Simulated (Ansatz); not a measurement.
`C[SiH2][SiH2]Cl` + NH₃ → `N[SiH2][SiH2]Cl` + CH₄ at 500 K and 1 bar (ligand exchange at the Si–C bond).

Computed with Ansatz on PBE0-D4/def2-TZVP structures; ΔE is electronic, products minus reactants. CCSD(T)/CBS adds triple-zeta CCSD(T) − MP2 to the extrapolated MP2 energy (def2 sets, frozen cores). This one scheme is used for every species. Each species was taken in one conformer, which may not be the lowest.

```json
{"species": "`C[SiH2][SiH2]Cl`", "CCSD(T)/CBS energy (Eh)": "-1080.25285", "H − E (kJ/mol)": "240.1", "S (J/(mol·K))": "431.3"}
{"species": "NH₃", "CCSD(T)/CBS energy (Eh)": "-56.50880", "H − E (kJ/mol)": "108.2", "S (J/(mol·K))": "211.8"}
{"species": "`N[SiH2][SiH2]Cl`", "CCSD(T)/CBS energy (Eh)": "-1096.31710", "H − E (kJ/mol)": "211.5", "S (J/(mol·K))": "426.2"}
{"species": "CH₄", "CCSD(T)/CBS energy (Eh)": "-40.46206", "H − E (kJ/mol)": "135.6", "S (J/(mol·K))": "206.8"}
```

H − E and S are ideal-gas, rigid-rotor, harmonic terms from PBE0-D4/def2-TZVP, for one conformer and one mirror image of each species. 1 Eh = 2625.50 kJ/mol, R = 8.31446 J/(mol·K).

Problem. By hand: ΔE, ΔH, ΔS and ΔG.

Solution. ΔE = (-1096.31710) + (-40.46206) − (-1080.25285) − (-56.50880) = -0.01751 Eh = -46.0 kJ/mol. Δ(H − E) = 211.5 + 135.6 − 240.1 − 108.2 = -1.2, so ΔH = -47.2 kJ/mol. ΔS = 426.2 + 206.8 − 431.3 − 211.8 = -10.1 J/(mol·K). ΔG = -47.2 − 500 × (-10.1)/1000 = -42.2 kJ/mol.

Problem. By hand: the equilibrium constant, and the temperature at which ΔG would vanish if ΔH and ΔS stayed fixed.

Solution. log₁₀ K = −ΔG/(RT ln 10) = 4.4. ΔG = 0 at ΔH/ΔS = 4673 K, far beyond where these terms or the molecules hold.

The number of gas molecules stays the same, so ΔS is small and ΔH decides. A doubt of 5 kJ/mol in ΔE shifts log₁₀ K by 0.5 here. Other conformers and mirror images would add mixing entropy, several J/(mol·K) or more a flexible species. Modes under 60 cm⁻¹, often nearly free rotors, make the harmonic entropy too high. These are equilibria of isolated gas molecules and say nothing of rates. Largest T1 diagnostic: 0.010 (customary marks: 0.02 for closed shells, 0.045 for open ones).
